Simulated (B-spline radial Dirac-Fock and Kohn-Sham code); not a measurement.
Z = 76 (osmium), transition energy 24.4 keV. The computed values come from an atomic code on a B-spline grid: a Dirac-Hartree-Slater potential of the neutral atom with a Latter tail (no hole, which puts coefficients of high multipoles low close above an edge), finite nucleus with surface currents. The K shell is not open to conversion at this energy. Subshells that would emit electrons below 1 keV are left out.

Q: A pure transition shows α(L) = 990000, L1/L2 = 20.4 and L1/L3 = 0.140. What is its multipolarity?
A. E2
B. M2
C. M3
D. M4
E. E3
F. M1
G. E1
H. E4

A: C. For comparison, α(L), L1/L2, L1/L3 are E1 2.75, 0.901, 0.644; E2 2630, 0.0205, 0.0171; E3 275000, 0.0151, 0.0127; E4 1.01e+07, 0.0106, 0.00844; M1 48.5, 9.81, 81.9; M2 6610, 17.8, 1.80; M4 6.52e+07, 18.8, 0.0348.
